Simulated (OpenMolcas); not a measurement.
**Mn4+: moving the ligands**

Mn4+ with its 6 nearest chloride ions at 2.344 Å, on the Zr site of Cs2ZrCl6 (a = 10.407 Å, distance in the model lattice 2.446 Å). The rest of the host is ab initio model potentials to 7.6 Å and point charges beyond; the distance is set by hand and nothing relaxes. Ligand basis ANO-RCC-VDZP.

- Program: OpenMolcas
- Method: CASSCF
- Basis: ANO-RCC-VTZP [6s5p3d2f1g]
- Scalar Hamiltonian: DKH2, point nucleus
- Active space: 3 electrons in 5 orbitals (3d)
- State averaging: 2S+1 = 4 even, 10 roots; 2S+1 = 2 even, 40 roots
- Spin-orbit coupling: state interaction with AMFI integrals over the reference wave functions

Runs around this geometry, states (labels of O, the rotations of Oh). Energies in cm-1 above the lowest state or level, χT in cm3 K/mol.

```json
{"R (Å)": "2.29", "Ground state": "4A2", "First state of that spin": "4T2 17182", "First gap with spin-orbit (degeneracies)": "17035 (4, 2)", "χT at 300 K": "1.841", "First state of another spin": "2E 20863"}
{"R (Å)": "2.344", "Ground state": "4A2", "First state of that spin": "4T2 15460", "First gap with spin-orbit (degeneracies)": "15315 (4, 2)", "χT at 300 K": "1.837", "First state of another spin": "2E 21004"}
{"R (Å)": "2.446", "Ground state": "4A2", "First state of that spin": "4T2 12202", "First gap with spin-orbit (degeneracies)": "12060 (4, 2)", "χT at 300 K": "1.826", "First state of another spin": "2E 21096"}
```

Taking the first state of the same spin as R^-n, n = -ln(12202 / 17182) / ln(2.446 / 2.29) = 5.2 between the shortest and longest distance.

Without dynamic correlation the repulsion within the d shell is too large (B by tens of per cent), so at a given field states of lower spin stand too high. Ligand-to-metal charge-transfer states are missing. With no ligand orbital active B as a rule stays too high, so bands that hang on it stand too high and its fall with covalency is understated. With metal d orbitals alone and no dynamic correlation the field as a rule comes out too small, by tens of per cent, by up to half for chloride and softer ligands. The least metal-like active orbital is 69 % on the metal (Löwdin) and no ligand orbital is active, so the numbers are rough (holds for R = 2.29). The least metal-like active orbital is 68 % on the metal (Löwdin) and no ligand orbital is active, so the numbers are rough (holds for R = 2.344). The least metal-like active orbital is 66 % on the metal (Löwdin) and no ligand orbital is active, so the numbers are rough (holds for R = 2.446). No measured value stands beside these numbers; the geometry was set by hand and not optimised.
